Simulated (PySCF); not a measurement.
HO₄V (charge -2 and singlet state).
Atom-mapped SMILES: `[O:1]=[V:2]([O-:3])([O-:4])[OH:5]` (hydrogens: H6 on O5)
Bond orders are those of one Lewis drawing.
The ion is multiply charged and has no counter-ions or solvent; whether it holds all its electrons wasn't checked.

Method: PBE0-D3(BJ)/def2-SVP geometry optimisation, gas phase in PySCF; density fitting, grid level 1; the optimiser is geomeTRIC in internal coordinates, started from a GFN2-xTB structure with every atom displaced at random (about 0.03 Å).

Step 0: E = -33867.8984 eV
```
atom  x, y, z in Å  |  force x, y, z in eV/Å
O1     -1.0376   -0.1585    1.4900   -1.941  -0.369   4.010
V2     -0.4863   -0.0380    0.0137    6.526   1.439   2.087
O3     -0.3666    1.4780   -0.4941    0.286   3.282  -0.856
O4     -1.2486   -0.8568   -1.0126   -4.440  -4.635  -5.177
O5      1.4407   -0.7174    0.0339   -0.106   1.379  -0.265
H6      1.7678    0.2007   -0.1433   -0.325  -1.096   0.201
```

Problem. Estimate the geometry and energy of step 1. (The exact step hangs on the optimiser's Hessian estimate; all steps are aligned on step 0, rigid shifts and turns removed.)

Solution. E = -33868.6632 eV, largest force 0.730 eV/Å
```
atom  x, y, z in Å  |  force x, y, z in eV/Å
O1     -1.0843   -0.1666    1.5372    0.290   0.099  -0.466
V2     -0.4413   -0.0407    0.0081    0.266   0.304   0.608
O3     -0.3269    1.5522   -0.4881    0.100  -0.559   0.176
O4     -1.3126   -0.9394   -1.0475   -0.124  -0.185  -0.272
O5      1.4542   -0.6952    0.0263   -0.605   0.383  -0.036
H6      1.7803    0.1976   -0.1484    0.073  -0.042  -0.010
```

The energy changes by -0.7648 eV. The first-order estimate −F·Δx gives -1.6884 eV and the mean of the old and new forces, exact on a quadratic surface, -0.8289 eV. The step makes an angle of 33° with the force vector and moves no atom by more than 0.110 Å.

The cost below is that of the whole optimisation. Hardware: an Intel Xeon Platinum 8259CL at 2.50 GHz with one thread, shared host with 96 logical CPUs at a one-minute load of 50. Cost: 70 s wall, 0.37 GiB resident at most.
